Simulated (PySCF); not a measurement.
ReCl₄, SMILES [Re]([Cl])([Cl])([Cl])[Cl] (connectivity only; charge and spin as stated), neutral, multiplicity 4.

Coordinates come from a B3LYP-D3(BJ)/def2-SVP optimisation. The multiplicity is an assumed one; other spin states were not compared. The def2 effective core potentials stand for the cores of Re; spin–orbit coupling is left out.

Computed with B3LYP-D3(BJ)/def2-SVP in PySCF.

Frequencies are harmonic and unscaled.

Modes within 1.5 cm⁻¹ of each other (mostly degenerate sets) share a row, with their intensities summed.

| mode | ν (cm⁻¹) | IR (km/mol) | moving atoms (share of kinetic energy) |
|---|---|---|---|
| 1–2 | 57 | 2.9 | Cl 75 %, Re 25 % |
| 3 | 59 | 0.0 | Cl 100 % |
| 4 | 140 | 0.0 | Cl 100 % |
| 5 | 154 | 0.2 | Cl 84 %, Re 16 % |
| 6–7 | 368 | 100.1 | Cl 82 %, Re 18 % |
| 8 | 387 | 0.0 | Cl 100 % |
| 9 | 404 | 70.7 | Cl 73 %, Re 27 % |
